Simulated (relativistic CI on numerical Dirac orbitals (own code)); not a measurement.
## Er57+: sensitivity of the levels to the model

Base calculation: Dirac-Coulomb-Breit CI, separate exchange-only KLI orbitals for each configuration, model QED, unscaled Slater integrals.

CI space (outside the closed core [Ne]): 3s, 3p, 3d, 4s, 4p, 4d, 4f, 5s, 5p, 5d, 5f, 5g, 6s, 6p, 6d, 7s, 7p. Levels of other configurations are missing.

Variants: (1) valence Slater integrals scaled by 0.9; (2) Breit term removed; (3) configuration mixing switched off. Shifts of the energy above 3s 2S_1/2, in eV, for the lowest level and the first level of each name with at least 55 % of one term (blank where a level changes its place among those of its configuration and J or its character, or is not in the variant):

```tsv
Level	Base	Δ(1)	Δ(2)	Δ(3)
3s 2S_1/2	0.00	0.00	0.00	0.00
3p 2P°_1/2	140.27	0.00	-3.09	+0.02
3p 2P°_3/2	391.31	0.00	-0.09	-0.01
3d 2D_3/2	559.75	0.00	+1.02	-0.01
3d 2D_5/2	617.12	0.00	+2.84	-0.03
4s 2S_1/2	2648.85	0.00	+2.75	-0.04
4p 2P°_1/2	2706.87	0.00	+1.51	-0.05
4p 2P°_3/2	2809.54	0.00	+2.69	-0.04
4d 2D_3/2	2873.43	0.00	+3.24	-0.05
4d 2D_5/2	2898.25	0.00	+3.91	-0.04
4f 2F°_5/2	2932.02	0.00	+4.38	-0.03
4f 2F°_7/2	2942.86	0.00	+4.48	-0.03
5s 2S_1/2	3827.99	0.00	+3.65	-0.04
5p 2P°_1/2	3857.14	0.00	+3.03	-0.05
```

At this charge energies of transitions that change n are usually good to better than 1 %, and those within a shell (Δn = 0) to a few per cent.

Ionisation energy from the two ground configurations alone: base 5814.84 eV; Breit term removed 5819.37 eV. The NIST ASD value (theoretical) is 5815 eV.
